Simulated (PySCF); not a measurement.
These are PBE-D3(BJ)/def2-TZVP // B3LYP-D3(BJ)/def2-TZVP (PySCF) values and carry that method's errors. Isolated molecules, 0 K electronic values unless said otherwise. One relaxed conformer stands for a flexible species; it need not be the lowest. 

Reference species (SMILES): `F[CH]F` (neutral, multiplicity 2).

```
Item                             Result
-----------------------------  --------
highest occupied spin orbital  -5.17 eV
```

Changed species: `F[C](F)[SeH]` (F–C–Se–H torsion 177°) (radical fragment; the reference has radical fragment).

**Question.** Predict the effect on the highest occupied spin orbital.

**Answer.** the highest occupied spin orbital increases by 0.17 eV, to -5.00 eV.
